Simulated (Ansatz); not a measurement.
Two isomers of C3H8SSi: A = `C=C[SiH](C)S`, B = `C=C([SiH3])SC`.

Program: Ansatz. Geometries: PBE0-D4/def2-TZVP. ΔE: electronic, gas phase. CBS: MP2 limit from def2 TZ/QZ plus the TZ coupled-cluster correction, frozen cores. DFT in def2-TZVPP. One conformer a species, not always the lowest.

Q: Which isomer does CCSD(T)/CBS put lower? Give the gap. (Estimate.)

A: Ansatz gave: A, by 151.1 kJ/mol.

Q: Give E(B) − E(A) in kJ/mol with CCSD(T)/def2-TZVPP, ωB97M-V, CCSD/def2-TZVPP, B2PLYP, PBE0-D4, MP2/def2-TZVPP, HF/def2-TZVPP. (Best estimate.)

A: Ansatz gave: CCSD(T)/def2-TZVPP 150.0, ωB97M-V 152.5, CCSD/def2-TZVPP 154.0, B2PLYP 149.5, PBE0-D4 147.6, MP2/def2-TZVPP 150.5, HF/def2-TZVPP 160.8. None reverses the order clearly.

Largest T1 diagnostic: 0.012.

The D4 term adds −4.1 kJ/mol with B3LYP and −1.8 kJ/mol with PBE0; it sums over pairs of atoms, weighted by their polarisabilities, and B3LYP, whose exchange is more repulsive, gets the larger term. From PBE to PBE0 (25 % exact exchange), in def2-TZVPP and without D4, E(B) − E(A) moves by +7.4 kJ/mol.

B3LYP here is the variant with VWN-RPA as its local correlation; programs differ in this.
